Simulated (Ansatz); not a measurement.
Geometry optimisation, RKS PBE0-D4/def2-SVP (Ansatz).

Input:

```yaml
crystal:
  periodic: [false, false, false]
  atoms:
    - { symbol: Cl, position_ang: [-1.4646, -2.8591, 0.2871] }
    - { symbol: Al, position_ang: [-0.3384, -0.9498, 0.1654] }
    - { symbol: B, position_ang: [0.6658, 0.6588, -0.7041] }
    - { symbol: "N", position_ang: [0.4701, 0.5946, 0.8359] }
    - { symbol: H, position_ang: [1.1053, 1.2356, -1.6503] }
    - { symbol: H, position_ang: [-0.3961, 1.256, 1.0198] }
basis:
  gaussian: { orbitals: def2-SVP }
hamiltonian:
  xc: pbe0
  dispersion: d4
relax:
  f_tol: 0.02
  max_steps: 40
scf:
  lower_state_search: "off"
output:
  orbitals: {}
```

Launched with:

```bash
$ ansatz run input.yaml --threads 1 --pin off --max-ram 2048MiB --backend cpu --events-out ev --progress --plain --runs-dir out
```

Task: Where does it end, and by what steps?

Result: It converged. After 8 steps the energy has fallen by 2.219 eV; N4 moved furthest, 0.63 Å.

```csv
step,energy less start (eV),largest force component (eV/Å),accepted
0,0.0000,3.093,yes
1,-1.1053,2.825,yes
2,-1.8883,1.584,yes
3,-2.1553,0.727,yes
4,-2.1967,0.277,yes
5,-2.1991,0.262,yes
6,-2.2187,0.107,yes
7,-2.2190,0.091,yes
8,-2.2191,0.018,yes
```

```xyz
6
Properties=species:S:1:pos:R:3
Cl -1.350 -2.745 0.615
Al -0.302 -1.127 -0.208
B 0.618 0.560 -0.743
N -0.056 0.540 0.487
H 1.253 1.390 -1.341
H -0.120 1.318 1.143
```

The run took 21 s on 1 CPU thread of a shared host.
